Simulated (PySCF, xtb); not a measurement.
Al(Me)(SH)2 (CH₅AlS₂), SMILES [CH3][Al]([SH])[SH].

xtb with GFN2-xTB at its own geometry gives an orbital gap of 3.99 eV and a dipole moment of 0.72 D.

The structure is a stationary point at PBE0-D3(BJ)/def2-SVP. The values are those of a single conformer.

Task: What does PBE0/def2-TZVP run with PySCF give? (An estimate is asked for; the answer gives what the named calculation found.)

Result: gap 6.96 eV (levels -7.52 and -0.56 eV), dipole 0.04 D.
